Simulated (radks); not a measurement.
Question: The erbium ion Er45+, configuration [Ar] 3d5. Calculated with a radial shooting solver on a logarithmic mesh with Libxc functionals: scalar-relativistic Kohn-Sham, exchange-only LDA, spin-polarised, spherical densities, point nucleus; open shells are filled with parallel spins first (spin-orbit coupling, left out, can overturn this in heavy ions). Some entries of the table are withheld. Estimate them.

| orbital | occ. | eigenvalue (Ry) | <r> (bohr) |
|---|---|---|---|
| 1s up | 1 | -4402.943 | 0.02038 |
| 1s down | 1 | -4402.890 | 0.02038 |
| 2s up | 1 | -893.8937 | 0.08611 |
| 2s down | 1 | -892.1698 | 0.08602 |
| 2p up | 3 | -813.0966 | (1) |
| 2p down | 3 | -811.7142 | (2) |
| 3s up | 1 | -324.9216 | 0.2151 |
| 3s down | 1 | -323.0305 | 0.2156 |
| 3p up | 3 | -300.4200 | 0.2118 |
| 3p down | 3 | -298.5014 | 0.2124 |
| 3d up | 5 | -273.2555 | 0.1887 |
| 3d down | 0 | -270.9043 | 0.1893 |

Answer: 
(1) 2p up <r> (bohr): 0.07632
(2) 2p down <r> (bohr): 0.07621
